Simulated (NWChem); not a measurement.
System meant: C5H7O, doublet; SMILES C1CC[CH]C1=O

The following NWChem deck was run.

```
start job
memory heap 200 mb stack 900 mb global 1100 mb
geometry units angstroms noautoz
  O     -0.031613     2.160403     0.067898
  C     -0.034208     0.927000     0.010990
  C     -1.197709     0.056052     0.046823
  C     -0.812269    -1.371409    -0.102530
  C      0.711491    -1.388016     0.203127
  C      1.203637     0.023259    -0.159228
  H     -2.225904     0.443496     0.103750
  H     -1.405890    -2.060884     0.536350
  H     -1.011379    -1.709057    -1.151539
  H      0.858156    -1.568544     1.288088
  H      1.241566    -2.197129    -0.335482
  H      1.526385     0.089221    -1.222397
  H      2.048824     0.395033     0.452206
end
basis spherical
  O library def2-svp
  C library def2-svp
  H library def2-svp
end
dft
  odft
  mult 2
  xc b3lyp
  iterations 4
  mulliken
end
task dft energy
```

End of the output:

```
     --------------------------
     Expectation value of S2:
     --------------------------
      <S2> =      0.7562 (Exact =     0.7500)

 center of mass
 --------------
 x =  -0.02363930 y =   0.14945215 z =   0.00760042

 moments of inertia (a.u.)
 ------------------
         540.008066128532          -0.000000000000           0.000000000000
          -0.000000000000         255.877332614012          -0.000000000000
           0.000000000000          -0.000000000000         751.946359055120

     Multipole analysis of the density
     ---------------------------------

     L   x y z        total         alpha         beta         nuclear
     -   - - -        -----         -----         ----         -------
     0   0 0 0     -0.000000    -23.000000    -22.000000     45.000000

     1   1 0 0     -0.155052      0.769844     -0.924895      0.000000
     1   0 1 0     -1.379923     -1.069166     -0.310757     -0.000000
     1   0 0 1     -0.102507     -0.062754     -0.039753      0.000000

     2   2 0 0    -25.065327    -88.038880    -83.690681    146.664234
     2   1 1 0      0.350284     -0.355645     -0.055386      0.761315
     2   1 0 1     -0.023883     -0.002154      0.002483     -0.024211
     2   0 2 0    -32.216255   -162.100264   -156.436112    286.320120
     2   0 1 1     -0.080691      0.012550      0.385850     -0.479092
     2   0 0 2    -26.289981    -24.232996    -22.077837     20.020852

 ------------------------------------------------------------------------
 dft energy failed                                                                                  0
 ------------------------------------------------------------------------
 ------------------------------------------------------------------------
  current input line :
    30: task dft energy
 ------------------------------------------------------------------------
 ------------------------------------------------------------------------
 This type of error is most commonly associated with calculations not reaching convergence criteria
 ------------------------------------------------------------------------
 For more information see the NWChem manual at https://nwchemgit.github.io

0:dft energy failed:Received an Error in Communication
```

What is wrong, and how is it mended?

Convergence was not reached. Cause: the SCF was allowed too few iterations. This input runs:
```
start job
memory heap 200 mb stack 900 mb global 1100 mb
geometry units angstroms noautoz
  O     -0.031613     2.160403     0.067898
  C     -0.034208     0.927000     0.010990
  C     -1.197709     0.056052     0.046823
  C     -0.812269    -1.371409    -0.102530
  C      0.711491    -1.388016     0.203127
  C      1.203637     0.023259    -0.159228
  H     -2.225904     0.443496     0.103750
  H     -1.405890    -2.060884     0.536350
  H     -1.011379    -1.709057    -1.151539
  H      0.858156    -1.568544     1.288088
  H      1.241566    -2.197129    -0.335482
  H      1.526385     0.089221    -1.222397
  H      2.048824     0.395033     0.452206
end
basis spherical
  O library def2-svp
  C library def2-svp
  H library def2-svp
end
dft
  odft
  mult 2
  xc b3lyp
  iterations 150
  mulliken
end
task dft energy
```
It converges to -269.72368 Ha (B3LYP/def2-SVP, spin-unrestricted).
